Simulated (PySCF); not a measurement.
## Polarisability and C₆ of Sc (scandium, neutral)

[Ar] 3d1 4s2, 2D determinant. Calculation: PySCF 2.14, in aug-cc-pVQZ with one added diffuse shell each of s, p, d, f, g, h type (10s9p7d5f4g3h, 176 functions); the non-relativistic Hamiltonian (point nucleus). Coupled (time-dependent) response in atomic units; α is the mean over directions.

```csv
method,mean α (bohr³),"α xx, yy, zz",C₆ (like pair),S(−4)
PBE0,130.9,"126.6, 126.6, 139.3",1660,9128
```

S(−4) is the Cauchy moment in α(ω) = α(0) + S(−4) ω² + …

Reference α: 97 ± 10 bohr³ (recommended; Schwerdtfeger and Nagle, table of static dipole polarizabilities (2023 update)). Published C₆: 1383 (Chu and Dalgarno (2004); Tang, Norbeck and Certain (1976)).

α(iu) at PBE0:

```
u (hartree)  α(iu) (bohr³)
          0          130.9
     0.0500          112.1
      0.100          79.77
      0.200          39.03
      0.300          22.41
      0.500          10.73
      0.750          6.088
       1.00          4.128
       1.50          2.372
       2.00          1.561
       3.00         0.8244
       5.00         0.3439
```

A single London oscillator, α(iu) = α/(1 + u²/ω²), gives C₆ = (3/4) ω α². Matching the computed C₆ needs ω = 4 × 1660 / (3 × 130.9²) = 0.129 hartree.

The components differ because the open shell of this determinant is not spherical; for a pure term their mean is the scalar polarisability.

⟨S²⟩ = 0.87 against 0.75 shows spin contamination.
